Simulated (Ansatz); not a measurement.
A CCSD(T) single point on AlClGaH5OSi, SMILES `[SiH3][O][Al]([Cl])[GaH2]`.

```yaml
crystal:
  periodic: [false, false, false]
  atoms:
    - {symbol: Si, position_ang: [1.142280, -1.528190, 1.394421]}
    - {symbol: O, position_ang: [0.335884, -0.522416, 0.396400]}
    - {symbol: Al, position_ang: [-0.606440, 0.028326, -0.881470]}
    - {symbol: Cl, position_ang: [-1.346389, -1.416794, -2.224825]}
    - {symbol: Ga, position_ang: [-1.122632, 2.452207, -1.198596]}
    - {symbol: H, position_ang: [2.252685, -2.196009, 0.665376]}
    - {symbol: H, position_ang: [0.225469, -2.566136, 1.935554]}
    - {symbol: H, position_ang: [1.707653, -0.747022, 2.525638]}
    - {symbol: H, position_ang: [-2.400658, 3.110459, -0.559056]}
    - {symbol: H, position_ang: [-0.187820, 3.385574, -2.053432]}
basis:
  gaussian: {orbitals: def2-SVP}
correlation: {method: ccsd_t}
```

```sh
$ ansatz run in.yaml --threads 4 --pin off --events-out ev --progress --plain
```

Output of Ansatz, abridged:

```
Functional definition: HF
1188 factors; integrals over basis functions are off by at most 1.1e-3 eV
mean field evaluation 1: about -81383.3428 eV, gradient 3.9e1 eV
mean field evaluation 2: about -81383.3483 eV, gradient 3.9e1 eV
mean field evaluation 4: about -81387.0688 eV, gradient 3.2e0 eV
mean field evaluation 8: about -81387.1190 eV, gradient 2.2e-4 eV
mean field -81387.11897093 eV, -2990.9214560109 hartree, gradient 1.9e-6 eV, S^2 0.000000; 0 other end points of the search recorded, 0 dependent functions left out
25 core orbitals not correlated: weight in the atoms' cores, before any rotation towards them, 1.000 or more for the frozen orbitals, at most 0.000 for the correlated occupied ones
reference -81387.11897093 eV, -2990.9214560109 hartree; 19, 19 occupied and 81, 81 virtual orbitals, 1188 factors
second order -18.49063950 eV of doubles, -0.00000000 eV of singles
cycle   1  -18.90800755 eV  change   -4.2e-1 eV  update   1.2e-1
cycle   2  -19.55391240 eV  change   -6.5e-1 eV  update   3.7e-2
cycle   3  -19.68363036 eV  change   -1.3e-1 eV  update   1.8e-2
cycle   4  -19.67197789 eV  change    1.2e-2 eV  update   4.0e-3
cycle   5  -19.67145905 eV  change    5.2e-4 eV  update   1.7e-3
cycle   6  -19.67165540 eV  change   -2.0e-4 eV  update   4.9e-4
cycle   7  -19.67141993 eV  change    2.4e-4 eV  update   2.1e-4
cycle   8  -19.67137923 eV  change    4.1e-5 eV  update   6.6e-5
cycle   9  -19.67141003 eV  change   -3.1e-5 eV  update   2.5e-5
perturbative correction -0.49210253 eV, -0.0180844345 hartree
Total energy: -81407.28248349 eV, -2991.6624514304 hartree
```

Hardware: 4 threads of a server CPU on a shared host. Wall time 11 s, peak host memory 0.61 GiB.

MP2 recovers 91.7 % of the CCSD(T) correlation energy and the triples give 2.4 %; T1 = 0.0124.
